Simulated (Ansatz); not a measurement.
`C[S][Ge][S]C` + H₂ → `C[S][GeH]` + CH₃SH at 400 K and 1 bar (hydrogenolysis of a Ge–S bond).

Gas-phase electronic energies from Ansatz, PBE0-D4/def2-TZVP geometries. CCSD(T)/CBS adds triple-zeta CCSD(T) − MP2 to the extrapolated MP2 energy (def2 sets, frozen cores). This one scheme is used for every species. For Ge outer-core shells are correlated without core-valence functions, which leaves a few kJ/mol of doubt a bond. Scalar relativity is left out up to krypton. Each species was taken in one conformer, which may not be the lowest.

```
       species  CCSD(T)/CBS energy (Eh)  H − E (kJ/mol)  S (J/(mol·K))
`C[S][Ge][S]C`              -2951.42794           243.5          427.5
            H₂                 -1.17544            38.0          139.0
   `C[S][GeH]`              -2514.34332           143.7          333.1
         CH₃SH               -438.22835           138.7          269.4
```

H − E and S are ideal-gas, rigid-rotor, harmonic terms from PBE0-D4/def2-TZVP, for one conformer and one mirror image of each species. The MP2-based limit puts H₂ 0.8 mEh under its directly extrapolated value; such offsets cancel only in part. 1 Eh = 2625.50 kJ/mol, R = 8.31446 J/(mol·K).

By hand: ΔE, ΔH, ΔS and ΔG.

ΔE = (-2514.34332) + (-438.22835) − (-2951.42794) − (-1.17544) = 0.03171 Eh = 83.3 kJ/mol. Δ(H − E) = 143.7 + 138.7 − 243.5 − 38.0 = 0.9, so ΔH = 84.2 kJ/mol. ΔS = 333.1 + 269.4 − 427.5 − 139.0 = 36.0 J/(mol·K). ΔG = 84.2 − 400 × (36.0)/1000 = 69.8 kJ/mol.

By hand: the equilibrium constant, and the temperature at which ΔG would vanish if ΔH and ΔS stayed fixed.

log₁₀ K = −ΔG/(RT ln 10) = -9.1. ΔG = 0 at ΔH/ΔS = 2339 K.

ΔH outweighs TΔS. A doubt of 5 kJ/mol in ΔE shifts log₁₀ K by 0.7 here. Other conformers and mirror images would add mixing entropy, several J/(mol·K) or more a flexible species. These are equilibria of isolated gas molecules and say nothing of rates. Largest T1 diagnostic: 0.015 (customary marks: 0.02 for closed shells, 0.045 for open ones).
